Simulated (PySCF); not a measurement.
From computed data to an observable: entropy of an ideal gas

InH3, SMILES [InH3].

The structure is a stationary point at B3LYP-D3(BJ)/def2-TZVPD. The def2 effective core potentials stand for the cores of In; spin–orbit coupling is left out.

B3LYP-D3(BJ)/def2-TZVPD in PySCF 2.14.0 gives the harmonic wavenumbers 598, 598, 618, 1790, 1790, 1796 cm⁻¹ and the rotational temperatures 5.3560, 5.3560, 2.6780 K. The molar mass is 117.84 g/mol, the symmetry number 6, the spin multiplicity 1.

### Question
Work out the entropy at 298.15 K and 1 atm in the rigid-rotor, harmonic-oscillator model.

### Answer

Translation (Sackur–Tetrode at 1 atm): S = R[1.5 ln M + 2.5 ln T − 1.16487] = 168.2 J/(mol K).
Rotation: q = (√π/σ) T^1.5/√(θA θB θC) = 174, S = R[ln q + 3/2] = 55.3 J/(mol K).
Vibration: with u = 1.4388 ν/T, each mode gives R[u/(e^u − 1) − ln(1 − e^−u)]:
| ν (cm⁻¹) | modes | u | S (J/(mol K)) |
|---|---|---|---|
| 598 | 2 | 2.89 | 3.79 |
| 618 | 1 | 2.98 | 1.76 |
| 1790 | 2 | 8.64 | 0.03 |
| 1796 | 1 | 8.67 | 0.01 |
These are all the modes. Sum 5.6 J/(mol K).
Spin: R ln 1 = 0.0 J/(mol K).
Total 229.2 J/(mol K); the program's own thermochemistry gives 229.2. Translation makes up 73 % and vibration 2 %. Anharmonicity, hindered rotation and orbital degeneracy are left out.
